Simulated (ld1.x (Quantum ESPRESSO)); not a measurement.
## An odd input for ld1.x (Quantum ESPRESSO) 7.5 (arsenic (As))

Command:

```bash
ld1.x < As.in > As.out
```

Input:

```
&input
   title='As', zed=33., rel=1, dft='PBE', iswitch=3, dx=0.006,
   config='[Ar] 3d10 4s2 4p3',
   nld=3, rlderiv=1.95, eminld=-5.0, emaxld=5.0, deld=0.02
 /
 &inputp
   pseudotype=2, tm=.false., rho0=0.01, lloc=0,
   nlcc=.true.,
   file_pseudopw='As.UPF', file_wfcaegen='ae.wfc', file_wfcncgen='nc.wfc', file_beta='beta', file_chi='chi'
 /
3
4P  2  1   3.00   0.00  1.80  1.80  0.0
3D  3  2  10.00   0.00  0.95  0.95  0.0
4S  1  0   2.00   0.00  1.40  1.40  0.0
 &test
   configts(1)='3d10 4s2 4p3'
 /
```

This is an input that runs to its end, with one change: mesh step dx=0.006.

How does the run end?

The program runs through. The occupied levels of the test differ from the all-electron ones by at most 0.00000 Ry (unchanged input: 0.00000 Ry).

```

     Etot =   -4521.613667 Ry,   -2260.806834 Ha,  -61519.687975 eV
     Etotps =  -257.949377 Ry,    -128.974689 Ha,   -3509.580066 eV

     Ekin =     269.153537 Ry,     134.576769 Ha,    3662.020433 eV
     Encl =    -328.211115 Ry,    -164.105557 Ha,   -4465.539708 eV
     Ehrt =     190.842938 Ry,      95.421469 Ha,    2596.550455 eV
     Ecxc =     -73.513247 Ry,     -36.756623 Ha,   -1000.198679 eV
     (Ecc =     -38.234415 Ry,     -19.117207 Ha,    -520.205711 eV)
     Epseu=    -316.221491 Ry,    -158.110746 Ha,   -4302.412566 eV

     ---------------------- End of pseudopotential test ----------------------
```
